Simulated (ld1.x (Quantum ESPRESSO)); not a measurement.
# Transferability test, TM potential for lanthanum

ld1.x (Quantum ESPRESSO) 7.5 input, shortened:

```
&input
   title='La', zed=57., rel=1, dft='PBE', iswitch=3,
   config='[Xe] 4f0 5d1 6s2 6p0'
 /
 &inputp
   pseudotype=2, tm=.true., lloc=-1, rcloc=3.35,
   nlcc=.true., rcore=1.65
 /
4
6S  1  0   2.00   0.00  3.90  3.90  0.0
6P  2  1   0.00   0.00  4.20  4.20  0.0
5D  3  2   1.00   0.00  4.00  4.00  0.0
4F  4  3   0.00   0.00  1.60  1.60  0.0
 &test
   configts(1)='4f0 5d1 6s2 6p0'
 /
```

Energies are relative to the spin-unpolarised reference configuration 4f0 5d1 6s2 6p0; without spin polarisation the order of configurations can differ from experiment. Not all tests gave a result: 2 of 7 tests not solved or not reliable. Left out of the table: 4f0 5d0 6s2 6p1 (solver errors, printed error -21.2 eV); 4f1 5d0 6s2 6p0 (solver errors, printed error -1509 eV). The frozen-core shift is the all-electron ΔE with the core orbitals held at their reference shape minus the fully relaxed ΔE.

Question: Give the all-electron excitation energy and the error of the potential for: 4f0 5d1 6s1 6p0; 4f0 5d1 6s0 6p0; 4f0 5d1 6s1.5 6p0; 4f0 5d1 6s1 6p1; 4f0 5d2 6s1 6p0.

Answer:

```csv
valence configuration,charge,ΔE all-electron (eV),error AE − PS (meV),frozen-core shift (meV)
4f0 5d1 6s1 6p0,+1,5.966,-10,+6.6
4f0 5d1 6s0 6p0,+2,16.854,-50,+54
4f0 5d1 6s1.5 6p0,+0.5,2.399,-2.5,+1.3
4f0 5d1 6s1 6p1,0,2.377,-5.6,+3.4
4f0 5d2 6s1 6p0,0,0.793,-63,+33
```

Levels in the configuration 4f0 5d1 6s1 6p0:

```json
{"level": "5d", "all-electron (eV)": "-8.509", "pseudo (eV)": "-8.538"}
{"level": "6s", "all-electron (eV)": "-8.343", "pseudo (eV)": "-8.365"}
```

Note: ghost state, extra bound levels that the all-electron valence spectrum of the same l lacks: s at -8.7 eV. A true bound ghost makes a file unfit for plane-wave use.
